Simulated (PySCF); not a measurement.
Compound: C6H5N2 (doublet state).
Geometry (GFN2-xTB, Å), atoms numbered from 1 in this order:
```xyz
13
C6H5N2 angstrom
C      1.024    1.846   -0.406
C      0.912    0.604   -0.033
C      1.763   -0.370   -0.638
N      2.454   -1.139   -1.131
C     -0.063    0.060    0.986
C     -1.055   -0.908    0.322
C     -1.832   -0.227   -0.685
N     -2.436    0.333   -1.477
H      1.598    2.437   -1.079
H      0.487   -0.475    1.763
H     -0.599    0.895    1.440
H     -1.738   -1.318    1.071
H     -0.519   -1.737   -0.152
```

The hyperfine couplings belong to this conformer and change with its torsions.

The species is `[H]/[C]=C(\C#N)CCC#N` [radical].

Level of theory: PySCF, UKS B3LYP, pcH-1 on C H N, non-relativistic, mean-field spin-orbit, GIAO. The structure is a single GFN2-xTB conformer in the gas phase; no vibrational or solvent corrections. The geometry wasn't refined by DFT: couplings that depend on bond lengths, twists or pyramidal angles can differ widely from those at the functional's own minimum. No stability test was run, so a lower SCF solution isn't excluded.

Q: Predict the first-order ENDOR lines of C1, C3, C5, C6, C2, C7, N4, H9, H10/H11 and H12/H13 under fast tumbling at B = 3352.2 mT (W band).

A: For S = 1/2 in fast tumbling each set of equivalent nuclei gives two lines, ν± = |νn ± a/2| to first order, with νn = g_N μN B/h and μN/h = 7.62259 MHz/T.

```
 nuclei  isotope     g_N  νn (MHz)  a_iso (MHz)  lower line (MHz)  upper line (MHz)
     C1      13C  1.4048     35.90       322.46            125.33            197.13
     C3      13C  1.4048     35.90       104.50             16.35             88.15
     C5      13C  1.4048     35.90        45.61             13.09             58.70
     C6      13C  1.4048     35.90        -5.96             32.92             38.88
     C2      13C  1.4048     35.90         5.07             33.36             38.43
     C7      13C  1.4048     35.90         0.57             35.61             36.18
     N4      14N  0.4038     10.32         0.52             10.06             10.57
     H9       1H  5.5857    142.73        32.35            126.55            158.90
H10/H11       1H  5.5857    142.73        -4.84            140.31            145.15
H12/H13       1H  5.5857    142.73         1.09            142.19            143.27
```

The rows for 13C, of low natural abundance, apply to labelled samples.

Q: Which pairs are centred on the nuclear Larmor frequency, and which on half the coupling?

A: Centred on νn, since |a| < 2νn: C5, C6, C2, C7, N4, H9, H10/H11 and H12/H13. Centred on |a|/2 and split by 2νn: C1 and C3.

Q: At what field would the lower line of C2 fall to zero frequency?

A: Where νn = |a|/2, that is B = 2.53 MHz/(1.4048 × 7.62259 MHz/T) = 237 mT, as far as first order holds there.

Means are taken over nuclei equivalent by connectivity, which assumes that they swap fast.

Hardware: one thread of an Arm Neoverse V1, no GPU, shared host with 32 logical CPUs at a one-minute load of 30. Cost: 62 s of wall time (grids of density and orbitals included), 0.92 GiB resident at most.
